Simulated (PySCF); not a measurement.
Al(H)(Et)(OMe) (C3H9AlO), SMILES [CH2](C)[AlH][O]C.

Coordinates come from a ωB97X-D3(BJ)/def2-SVP optimisation. Other conformers were not sampled.

Method: ωB97X-D3(BJ)/def2-SVP (PySCF).

Frequencies are harmonic and unscaled.

A small imaginary wavenumber (i) marks a very flat motion, where grid noise or a shallow saddle decides the sign.

Computed normal modes with their intensities:
```tsv
mode	ν (cm⁻¹)	IR (km/mol)	Raman (Å⁴/amu)	depolarisation	moving atoms (share of kinetic energy)
1	3i	0.1	0.1	0.75	H 38 %, C 35 %, Al 23 %
2	87	1.4	0.3	0.52	C 41 %, H 28 %, Al 24 %
3	93	0.3	0.1	0.75	H 72 %, C 13 %, Al 8 %
4	110	3.4	0.1	0.75	H 49 %, O 40 %, C 11 %
5	174	9.8	0.4	0.66	O 33 %, H 27 %, C 27 %, Al 13 %
6	194	2.2	0.2	0.75	H 85 %, C 11 %
7	265	10.9	2.4	0.40	C 59 %, H 18 %, O 15 %, Al 9 %
8	428	63.6	1.6	0.75	H 86 %, Al 9 %
9	616	51.5	16.4	0.11	C 44 %, Al 30 %, H 20 %
10	631	121.7	2.2	0.67	H 71 %, C 18 %, Al 10 %
11	681	120.0	9.5	0.75	H 80 %, O 13 %
12	764	170.3	4.2	0.30	Al 50 %, H 20 %, C 18 %, O 12 %
13	927	7.3	0.1	0.74	H 92 %
14	963	14.5	2.1	0.50	H 85 %, C 15 %
15	1054	28.8	6.7	0.36	C 71 %, H 29 %
16	1192	45.9	2.8	0.70	H 66 %, C 23 %, O 11 %
17	1198	0.8	1.5	0.75	H 76 %, C 19 %
18	1239	0.0	4.0	0.13	H 57 %, C 41 %
19	1249	2.3	2.5	0.75	H 77 %, C 23 %
20	1260	348.7	1.0	0.70	O 52 %, C 32 %, H 13 %
21	1410	6.0	5.3	0.73	H 84 %, C 16 %
22	1437	4.1	9.9	0.75	H 88 %, C 12 %
23	1482	3.2	16.0	0.74	H 96 %
24	1485	1.5	19.7	0.75	H 97 %
25	1491	4.2	19.2	0.68	H 92 %
26	1494	6.5	20.3	0.75	H 97 %
27	1494	23.5	15.7	0.75	H 91 %, C 9 %
28	1941	204.6	114.5	0.13	H 97 %
29	3013	99.5	141.2	0.00	H 97 %
30	3049	47.4	48.4	0.17	H 96 %
31	3055	4.7	194.6	0.04	H 95 %
32	3094	54.1	88.9	0.56	H 91 %, C 9 %
33	3099	5.6	108.9	0.75	H 91 %, C 9 %
34	3110	42.6	115.1	0.75	H 90 %, C 10 %
35	3134	28.3	102.1	0.68	H 90 %, C 10 %
36	3138	30.5	36.4	0.75	H 91 %, C 9 %
```
